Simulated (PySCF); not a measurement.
A calculated (BHandHLYP, PySCF 2.14, aug-cc-pVQZ, the non-relativistic Hamiltonian (point nucleus)) atom or ion has these occupied shells.

```csv
shell,electrons,orbital energy (eV),"rms radius, mean of both spins (bohr)"
1s α,1,-118.85,0.487
1s β,1,-118.09,0.487
2s α,1,-8.559,2.75
2p α,1,-4.799,3.20
```

(1) Name the element and its charge.

Results:

(1) Be (beryllium, neutral), in [He] 2s1 2p1, high-spin 3P determinant (an excited configuration).
